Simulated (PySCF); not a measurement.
**Unknown compound**

The spectra below were simulated for a compound C7H10NP.

1H NMR (400 MHz, computed): δ 7.72 (m, 1H), 7.68 (m, 1H), 6.58 (m, 1H), 5.99 (m, 1H), 5.45 (m, 1H), 3.84 (q, 2H), 1.24 (t, 3H).

13C{1H} NMR (computed): δ 160.4 (CH), 143.2 (C), 135.4 (CH), 131.8 (CH), 120.0 (CH2), 47.6 (CH2), 18.2 (CH3).

PySCF 2.14 calculation with structure optimised with PBE0-D3(BJ)/def2-SVP and σ from GIAO-PBE0/pcSseg-1; no relativistic terms, rapidly exchanging positions averaged, in vacuum, a single conformation.

References, each an isolated molecule treated in the same way: TMS for 1H (31.27 ppm), 13C (184.41 ppm).

Q: Choose the structure that fits.
A. CP(C)c1ccccn1
B. C=Cc1cpcn1CC
C. Cc1cn(C2CC2)cp1

A: B. 

1. 7 carbon signals for 7 carbons: no two carbons are equivalent.
2. Carbon types of the structure: 1 × C, 3 × CH, 2 × CH2, 1 × CH3, which accounts for all hydrogens.
3. δC 160.4: aromatic CH next to a ring nitrogen; the adjacent ring nitrogen, though it donates into the ring, and the other ring atoms leave it deshielded.
4. δC 143.2: substituted aromatic carbon next to a ring nitrogen.
5. δC 135.4: aromatic CH; the aromatic region.
6. δC 131.8: alkene CH; as expected for a trigonal carbon in a double bond.
7. δC 120.0: terminal =CH2 carbon; the olefinic region.

The others: CP(C)c1ccccn1 would give 6 carbon signals, not 7; Cc1cn(C2CC2)cp1 would give 6 carbon signals, not 7.

Splittings by 31P in the carbon and heteronuclear signals aren't shown, as no couplings were computed. Shifts are as computed. Against solution values, carbons near 30 ppm lie about +2 ppm off and those near 130 ppm about +5 ppm. Of 1313 compounds with measured shifts, 239 miss one by over three times the rms of a fit or turn the order of signals round; such compounds aren't used in these exercises. Multiplicities follow the n + 1 count of equivalent neighbours, as no J values were calculated; m marks all less simple cases, F and P coupling included.
